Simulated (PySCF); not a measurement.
NbBr₅, SMILES [Br][Nb]([Br])([Br])([Br])[Br], multiplicity 1.

Coordinates come from a PBE0-D3(BJ)/def2-SVP optimisation. The multiplicity is an assumed one; other spin states were not compared. The def2 effective core potentials stand for the cores of Nb; spin–orbit coupling is left out.

Computed with PBE0-D3(BJ)/def2-SVP (PySCF).

Frequencies are harmonic and unscaled.

Modes within 1.5 cm⁻¹ of each other (mostly degenerate sets) share a row, with their intensities summed.

Computed harmonic wavenumbers and intensities:
```tsv
mode	ν (cm⁻¹)	IR (km/mol)	moving atoms (share of kinetic energy)
1–2	33	2.6	Br 100 %
3–4	101	1.7	Br 78 %, Nb 22 %
5–6	116	0.0	Br 100 %
7	123	1.3	Br 83 %, Nb 17 %
8	193	0.0	Br 100 %
9	242	0.0	Br 100 %
10	302	154.1	Nb 64 %, Br 36 %
11–12	320	158.3	Nb 59 %, Br 41 %
```
